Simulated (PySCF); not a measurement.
## Vibration and rotation of BeBr

UHF-CCSD(T) constants of BeBr, ²Σ⁺ (doublet), unpaired electrons σ ↑ (PySCF, no relativity, basis sets Be def2-SVP, Br def2-SVP; masses 9.0122 and 78.9183 u):

```
ωe            : 684.0 cm⁻¹
ωexe          : 3.39 cm⁻¹
Be            : 0.51844 cm⁻¹
αe            : 0.00410 cm⁻¹
De to Be + Br : 2.77 eV
```

What force constant and bond length do these constants imply?

Reduced mass μred = 8.0885 u; k = 5.8918×10⁻⁷·μred·ωe² (u, cm⁻¹, mdyn/Å) = 2.23 mdyn/Å; Re = √(16.8576/(μred·Be)) (u, cm⁻¹, Å) = 2.005 Å.

Estimate the centrifugal constant D from the Kratzer relation and find the Dunham coefficient a1.

D = 4Be³/ωe² = 1.19e-06 cm⁻¹; a1 = −1 − αeωe/(6Be²) = -2.74.

Correlated steps freeze 9 core orbitals. Correlated levels converge slowly with the basis: in double zeta they bind strong bonds too weakly, by up to about 1 eV, and carry superposition errors of some tenths. Spin–orbit coupling is left out. The state was picked by a PBE0 search and need not be the measured ground state.
